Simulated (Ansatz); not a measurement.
C2H6B2FN (`BN=CBCF`) from Hartree–Fock to CCSD(T)

| atom | x (Å) | y (Å) | z (Å) |
| --- | --- | --- | --- |
| B1 | 0.785 | 2.518 | 1.090 |
| N2 | 0.492 | 1.484 | 0.285 |
| C3 | 0.210 | 0.502 | -0.447 |
| B4 | -0.303 | -0.843 | 0.159 |
| C5 | -0.661 | -2.070 | -0.720 |
| F6 | -0.491 | -1.882 | -2.086 |
| H7 | -0.080 | 3.302 | 1.354 |
| H8 | 1.902 | 2.617 | 1.509 |
| H9 | 0.334 | 0.615 | -1.530 |
| H10 | -0.427 | -0.939 | 1.343 |
| H11 | -0.057 | -2.938 | -0.416 |
| H12 | -1.705 | -2.367 | -0.542 |

Charge 0, multiplicity 1. The structure was optimised at the PBE0-D4/def2-TZVP level. It is one conformer, not always the lowest. Frozen core, restricted reference, the Gaussian-basis code of Ansatz. CBS rows extrapolate triple and quadruple zeta; past MP2 they add the triple-zeta difference.

| basis | HF (Eh) | MP2 corr. | CCSD corr. | (T) | CCSD(T) total |
| --- | --- | --- | --- | --- | --- |
| def2-TZVPP | ? | -0.96844 | -1.01305 | -0.04090 | ? |
| def2-QZVPP | ? | -1.04032 | – | – | – |
| CBS(def2) | -282.58870 | ? | ? | as TZ | ? |

Task: Fill in the withheld values. (An estimate is asked.)

Result: Ansatz gave: def2-TZVPP HF (Eh): -282.57425; def2-TZVPP CCSD(T) total: -283.62820; def2-QZVPP HF (Eh): -282.58695; CBS(def2) MP2 corr.: -1.09357; CBS(def2) CCSD corr.: -1.13818; CBS(def2) CCSD(T) total: -283.76778.
